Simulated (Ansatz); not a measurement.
Input file for Ansatz (a first-principles code): R-B2PLYP/def2-TZVPPD on CH5FS (a complex). Files ending in .json are basis or fitting sets from the Basis Set Exchange.

Ansatz 0.2 input:
```yaml
crystal:
  periodic: [false, false, false]
  atoms:
    - {symbol: S, position_ang: [-1.01864321, 0.17603342, -0.21559395]}
    - {symbol: H, position_ang: [0.06164805, 0.84854057, -0.64360260]}
    - {symbol: H, position_ang: [-0.30103800, -0.53718022, 0.66928767]}
    - {symbol: C, position_ang: [-0.01680679, 0.31774711, 3.50778987]}
    - {symbol: F, position_ang: [0.52163379, -0.74388604, 2.77745260]}
    - {symbol: H, position_ang: [0.80414017, 0.89192888, 3.93736109]}
    - {symbol: H, position_ang: [-0.60481034, 0.93756225, 2.83113148]}
    - {symbol: H, position_ang: [-0.64765985, -0.09133875, 4.29693803]}
basis:
  gaussian:
    orbitals: def2-TZVPPD.json
hamiltonian:
  xc: {name: B2PLYP}
magnetization: {spin_polarized: false}
correlation: {electrons: outside_noble_gas}
scf: {lower_state_search: off}
```

What total energy does the run end on?

-538.9909 hartree.

How many basis functions does it have, and what does it roughly cost on one machine?

213 functions; roughly 5 core-seconds.
